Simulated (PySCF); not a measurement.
Species: C6H11O2 (doublet state).
Z-matrix (Å and degrees, GFN2-xTB geometry), rows numbered from 1:
```
C 
C   1  1.4723
C   2  1.5325  1  111.56
C   2  1.5546  1  110.63  3   120.29
O   4  1.4192  2  111.00  1    64.89
C   5  1.3392  4  117.73  2   -94.16
C   6  1.5067  5  110.64  4   177.99
O   6  1.2021  5  124.24  4    -3.81
H   1  1.0721  2  121.28  3   143.27
H   1  1.0724  2  119.64  3   -46.53
H   2  1.0952  1  110.01  3  -121.89
H   3  1.0874  2  110.71  1   179.67
H   3  1.0866  2  109.82  1   -60.39
H   3  1.0871  2  110.26  1    59.21
H   4  1.0923  2  110.02  1  -178.03
H   4  1.0944  2  109.79  1   -56.25
H   7  1.0860  6  109.62  5  -148.09
H   7  1.0852  6  110.28  5   -25.69
H   7  1.0885  6  108.57  5    93.63
```

The hyperfine couplings belong to this conformer and change with its torsions.

As a line formula: `[CH2][C@@H](C)COC(C)=O` [radical].

Level of theory: UKS B3LYP, pcH-1 on C H O, non-relativistic, mean-field spin-orbit, GIAO (PySCF 2.14.0). One conformer (not necessarily the lowest) at the GFN2-xTB geometry, without solvent, vibrations or thermal averaging. A GFN2-xTB geometry isn't a minimum of the functional, and hyperfine couplings can be far from their values at a DFT geometry. Stability of the SCF solution: not tested.

The Mulliken spin populations are largest on C1 (+1.07) and C2 (-0.08). No atom but C1 exceeds +0.15. The positive populations add up to 1.18 and the negative ones to -0.18, together 2S = 1. The angles at C1 add up to 359.3°, so it is planar; its axial dipolar tensor and the negative couplings of its protons fit spin in a p orbital normal to that plane.

Question: McConnell's relation a(H) = Q·ρ ties the coupling of a proton on a planar π carbon to the spin population of that carbon. What Q do the computed values give?

Answer: 
```tsv
H	C	ρ(C)	a(H) (G)	a/ρ (G)
H9	C1	+1.072	-22.40	-20.9
H10	C1	+1.072	-21.50	-20.1
```

These protons share one ρ (within 0.01), so their mean ratio, Q = -20.5 G, is no test of linearity. In McConnell's picture π spin on carbon polarises the C–H bond and leaves opposite spin at the proton, which makes Q negative, as found here.

Couplings in gauss use g_iso = 2.0026.
